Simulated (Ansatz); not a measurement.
Consider the cleavage of the Si–Si bond: `F[Si](F)(F)[SiH3]` + `[NH2][GeH2][OH]` → `[OH][GeH2][NH][SiH3]` + `F[SiH](F)F`.

Gas-phase electronic energies from Ansatz, PBE0-D4/def2-TZVP geometries. CCSD(T)/CBS is the MP2 limit (def2-TZVPP, def2-QZVPP) plus CCSD(T) − MP2 in def2-TZVPP, frozen cores. Functionals use def2-TZVPP. For Ge outer-core shells are correlated without core-valence functions, which leaves a few kJ/mol of doubt a bond. Scalar relativity is left out up to krypton. Each species was taken in one conformer, which may not be the lowest.

`F[Si](F)(F)[SiH3]`:

Cartesian coordinates in Å:
```
F -0.031 1.779 -1.385
Si 0.155 0.237 -1.086
F 1.608 -0.156 -1.572
F -0.867 -0.539 -2.010
Si -0.167 -0.255 1.167
H 0.823 0.507 1.968
H -1.546 0.140 1.549
H 0.023 -1.712 1.369
```

`[NH2][GeH2][OH]`:

```xyz
8

N    -0.378   -1.343    0.105
Ge   -0.118    0.425   -0.233
O     1.609    0.700    0.094
H    -0.441   -1.620    1.072
H    -1.104   -1.792   -0.434
H    -0.900    1.403    0.679
H    -0.446    0.648   -1.720
H     1.777    1.580    0.437
```

`[OH][GeH2][NH][SiH3]`:

Cartesian coordinates in Å:
```
O 1.038 -0.931 -2.184
Ge 1.310 -0.217 -0.576
N -0.153 0.739 -0.032
Si -1.295 0.341 1.192
H 0.278 -1.516 -2.204
H 2.510 0.705 -0.813
H 1.528 -1.310 0.482
H -0.320 1.580 -0.566
H -1.382 1.390 2.246
H -2.670 0.153 0.648
H -0.843 -0.934 1.807
```

`F[SiH](F)F`:

```xyz
5

F    -0.389    1.460   -0.384
Si    0.041   -0.003    0.001
F    -0.556   -0.990   -1.068
F    -0.593   -0.350    1.399
H     1.497   -0.117    0.053
```

CCSD(T)/CBS gives -73.9 kJ/mol.

Another level gave -66.8 kJ/mol. Which?
A. ωB97M-V/def2-TZVPP
B. PBE-D4/def2-TZVPP
C. ωB97X-V/def2-TZVPP
D. PBE0-D4/def2-TZVPP

C. ωB97X-V -66.8, PBE0-D4 -57.1, ωB97M-V -73.2, PBE-D4 -48.6 kJ/mol.

Largest T1 diagnostic among the species: 0.013.

From PBE to PBE0 (25 % exact exchange), in def2-TZVPP and without D4, ΔE moves by −8.6 kJ/mol.
